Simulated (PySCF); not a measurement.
Compound: C₅H₉Si (doublet state).
Cartesian coordinates in Å at the GFN2-xTB level; atoms count from 1:
```
atom  x, y, z in Å
C1     2.2488   -0.2875    0.2591
Si2    0.6616    0.5049   -0.4284
C3    -0.5161    1.2226    0.8251
C4    -1.7284    0.5460    0.7839
C5    -1.8392   -0.4884   -0.1084
C6    -0.6513   -0.7927   -0.9501
H7     2.8050   -0.7885   -0.5273
H8     2.0324   -1.0179    1.0333
H9     2.8984    0.4682    0.6882
H10    1.0060    1.4165   -1.5343
H11   -0.3673    2.0456    1.5034
H12   -2.5530    0.8161    1.4301
H13   -2.7399   -1.0748   -0.2071
H14   -0.9237   -0.7362   -2.0053
H15   -0.3376   -1.8259   -0.7841
```

The species is `C[Si@@H]1C=C[CH]C1` [radical].

Method used: PySCF 2.14.0, UKS B3LYP, pcH-1 on C H Si, non-relativistic, mean-field spin-orbit, GIAO. Geometry: GFN2-xTB; no solvent, vibrations or thermal averaging. Couplings are sensitive to structure, and on GFN2-xTB geometries they can be far from those on DFT ones. The SCF solution wasn't tested for stability. ⟨S²⟩ is 0.773 where a pure state has 0.75.

Largest spin populations (Mulliken): C3 (+0.66), C5 (+0.63) and C4 (-0.24). The angles at C3 add up to 360.0°, so it is planar.

Task: McConnell's relation a(H) = Q·ρ ties the coupling of a proton on a planar π carbon to the spin population of that carbon. What Q do the computed values give?

Result: 
```csv
H,C,ρ(C),a(H) (G),a/ρ (G)
H11,C3,+0.656,-13.88,-21.1
H12,C4,-0.243,+3.62,-14.9
H13,C5,+0.627,-14.36,-22.9
```

A least-squares line through the origin gives Q = -21.5 G with Mulliken populations. In every row coupling and population have opposite signs. Where ρ is negative the coupling is positive.

Task: Leave H13 and its like out of the fit. How well does the relation then predict its coupling?

Result: The other protons give Q = -20.4 G, so a = -20.4 × 0.627 = -12.79 G, against the computed -14.36 G.

Task: List the C–H protons on four-coordinate carbons next to a three-coordinate spin centre, with their couplings and θ (C–H bond against the normal to the plane of the centre's neighbours, projected along the bond that joins the two).

Result: 
```json
{"β H": "H14", "on": "C6", "centre": "C5", "θ (°)": "33", "cos²θ": "0.71", "a (G)": "+18.77"}
{"β H": "H15", "on": "C6", "centre": "C5", "θ (°)": "32", "cos²θ": "0.72", "a (G)": "+19.13"}
```

Couplings in gauss use g_iso = 2.0026.

Time: 33 s (with the writing of density and orbital grids); peak memory 0.90 GiB. Hardware: one thread, Intel Xeon 6975P-C (x86_64), shared host with 192 logical CPUs at a one-minute load of 9.8.
